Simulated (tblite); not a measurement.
Calculated harmonic vibrations of the isolated species, GFN2-xTB (tblite), most abundant isotopes, no scaling. The method is semi-empirical: single wavenumbers can be off by several per cent or more. Modes of hydrogen on phosphorus and silicon can be 10 to 20 % off. One conformer each. Thermal functions are those of the rigid rotor and harmonic oscillator, without mixing of conformers.

Question: Order these by their ideal-gas entropy at 298.15 K and 1 bar, highest first (J/(mol K)).
A. `O=C(F)C1=CC=CC=C1`
B. `CS[Si@@H]1[SiH2][SiH2][Si@H]1C`
C. `OCPCCC(F)(F)F`
D. `COC(=O)c1coc([SiH3])c1`
E. `C[P@@](=O)(c1ccsc1)C(F)(F)F`

Answer: B (496.9), E (485.2), D (455.0), C (443.5), A (359.1).

```tsv
SMILES	atoms	mass (u)	symmetry number	modes under 300 cm⁻¹	ZPE (kJ/mol)	S translation (J/(mol K))	S rotation	S vibration	S	Cp
CS[Si@@H]1[SiH2][SiH2][Si@H]1C	19	179.97	1	11	326.8	173.6	128.3	194.9	496.9	220.6
C[P@@](=O)(c1ccsc1)C(F)(F)F	18	213.98	1	11	289.0	175.8	131.5	177.9	485.2	201.1
COC(=O)c1coc([SiH3])c1	18	156.02	1	9	322.3	171.8	127.1	156.0	455.0	175.1
OCPCCC(F)(F)F	17	160.03	1	7	311.1	172.2	127.2	144.1	443.5	166.1
O=C(F)c1ccccc1	14	124.03	1	3	259.6	169.0	120.0	70.1	359.1	123.0
```

Entropies and Cp are for 298.15 K and 1 bar.
